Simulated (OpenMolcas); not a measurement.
Ni II: effect of the IPEA shift

| Quantity | Value |
| --- | --- |
| Program | OpenMolcas |
| Basis | ANO-RCC-VTZP [6s5p3d2f1g] |
| Scalar Hamiltonian | DKH2, point nucleus |
| Active space | 9 electrons in 6 orbitals (3d 4s) |
| State averaging | 2S+1 = 4 even, 17 roots; 2S+1 = 2 even, 24 roots |
| Spin-orbit coupling | state interaction with AMFI integrals over the reference wave functions, term energies averaged over their components |

Methods on the same reference wave functions:
A. CASSCF
B. MS-CASPT2, IPEA 0 Eh, imaginary shift 0.1 Eh (closed shells correlated: 3s 3p)
C. MS-CASPT2, IPEA 0.25 Eh, imaginary shift 0.1 Eh (closed shells correlated: 3s 3p)

Energies in cm⁻¹ above 3d⁸ 4s ⁴F_9/2.

```
        Level      A      B      C
3d⁸ 4s ⁴F_9/2    0.0    0.0    0.0
3d⁸ 4s ⁴F_7/2    727    783    785
3d⁸ 4s ⁴F_5/2   1674   1689   1689
3d⁸ 4s ²F_7/2   2147   2390   2400
3d⁸ 4s ⁴F_3/2   2318   2290   2300
3d⁸ 4s ²F_5/2   3459   3720   3730
3d⁸ 4s ²D_5/2  14872  11940  12090
3d⁸ 4s ²D_3/2  14888  11980  12130
3d⁸ 4s ⁴P_5/2  20977  16100  16480
3d⁸ 4s ⁴P_3/2  21350  16440  16830
3d⁸ 4s ⁴P_1/2  21698  16750  17140
3d⁸ 4s ²P_3/2  21999  17550  17930
3d⁸ 4s ²P_1/2  22512  18060  18440
3d⁸ 4s ²G_9/2  24090  21980  21890
3d⁸ 4s ²G_7/2  24091  21980  21890
```

Between B and C the level of the table that moves most is 3d⁸ 4s ⁴P_1/2, by 390 cm-1 (lowest in B, highest in C). Moves below CASPT2's spread within the term are not significant.

From A to B the spin-free energies of the other terms of 3d⁸ 4s shown, above ⁴F, scale by factors of 0.75 to 1.20.

The lowest spin-free term lies below A's lowest term by 0.678 hartree in B, 0.670 hartree in C.

CASPT2 does not keep the components of a term degenerate, so their means are used; among the terms shown or strongly mixed into the levels shown the widest spread is 1400 cm-1 (3d⁸ 4s ²G, B). The lowest computed level is not the ground level that NIST lists (2D5/2). No level of 3d⁹ was computed, though it lies in the active space. Without dynamic correlation excited terms often stand tens of per cent too high (terms of higher spin than the ground term too low), and those without a measured partner can miss by more than the paired ones (holds for A). Levels of configurations outside the active space are missing. The table leaves out levels that lie high or whose names do not pair safely across all columns.
